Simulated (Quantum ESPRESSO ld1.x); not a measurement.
The table gives one normalised radial function P(r) = r R(r) of H in 2p1 (r in bohr). All-electron calculation, scalar-relativistic Kohn-Sham, OLYP, spin-unpolarised, spherical densities, point nucleus; without spin polarisation the odd electron is poorly described. Program: ld1.x of Quantum ESPRESSO 7.5.

r            P
0.08046  0.0011
0.09671  0.0016
0.1172   0.0023
0.142    0.0033
0.1707   0.0047
0.2068   0.0068
0.2486   0.0096
0.3012   0.0137
0.362    0.0192
0.4387   0.0271
0.5273   0.0375
0.6389   0.0520
0.7741   0.0717
0.9305   0.0968
1.127    0.1313
1.355    0.1733
1.642    0.2239
1.974    0.2770
2.392    0.3350
2.875    0.3878
3.483    0.4296
4.221    0.4425
5.073    0.4145
6.147    0.3499
7.389    0.2737
8.953    0.1962
10.76    0.1325
13.04    0.0804
15.67    0.0399
18.99    0.0148

Which n and l does it have? It may be an empty orbital.

Answer. n = 2, l = 1: the number of nodes gives n - l - 1 = 0, the rise at small r (about r^(l+1)) gives l, and the extent must fit the shell. The curve is that of 2p. 2p: eigenvalue -1.435 eV, 0 radial nodes, <r> = 5.27 bohr, 90 % of the charge inside 8.61 bohr.
